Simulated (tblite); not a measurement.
C5H12OSi2.
Structure used (GFN2-xTB), in Å, numbered top down from 1:
```
atom  x, y, z in Å
C1    -3.682    0.098   -1.096
C2    -2.508    0.329   -1.074
C3    -1.092    0.622   -1.007
C4    -0.569    0.599    0.439
C5    -0.723   -0.801    1.031
Si6    1.244    1.196    0.508
O7     2.156    0.238   -0.428
Si8    2.791   -1.030   -1.211
H9    -4.711   -0.106   -1.130
H10   -0.921    1.607   -1.451
H11   -0.545   -0.115   -1.602
H12   -1.192    1.283    1.027
H13   -1.762   -1.125    0.983
H14   -0.116   -1.517    0.477
H15   -0.404   -0.818    2.071
H16    1.771    1.099    1.869
H17    1.386    2.530   -0.077
H18    1.697   -1.893   -1.663
H19    3.654   -1.734   -0.265
H20    3.520   -0.450   -2.335
```

Method: GFN2-xTB as coded in tblite; computed harmonic values from a numerical Hessian at the method's own geometry, unscaled. The method is semi-empirical: single wavenumbers can be off by several per cent or more. Modes of hydrogen on silicon can be 10 to 20 % off. One conformer, not necessarily the lowest. The optimisation stopped once no atom felt more than 0.01 eV/Å.

Lowest wavenumbers of the output (negative numbers stand for imaginary wavenumbers):
```
mode    cm-1
  1     -43.1
  2      35.8
  3      53.6
  4      60.0
  5      75.7
  6     127.2
  7     156.5
  8     221.5
  9     230.5
 10     299.0
```

Is this structure a minimum?

Not by this Hessian. 1 mode is imaginary beyond 20i (43i cm⁻¹), so at this level the point lies at or near a first-order saddle. The curvature is small, so loose convergence or finite differences may be the whole cause.

Which atoms move in the imaginary mode?

43i: H19 (Si–H hydrogen) 32 %, H20 (Si–H hydrogen) 30 %, H18 (Si–H hydrogen) 22 %. These are shares of the mass-weighted motion.

What is the remedy?

Step along that mode in both directions, optimise again with tighter thresholds and repeat the frequencies. The zero-point energy of this point (91.7 kcal/mol) counts the 53 real modes alone, and thermal corrections from it aren't those of a minimum.
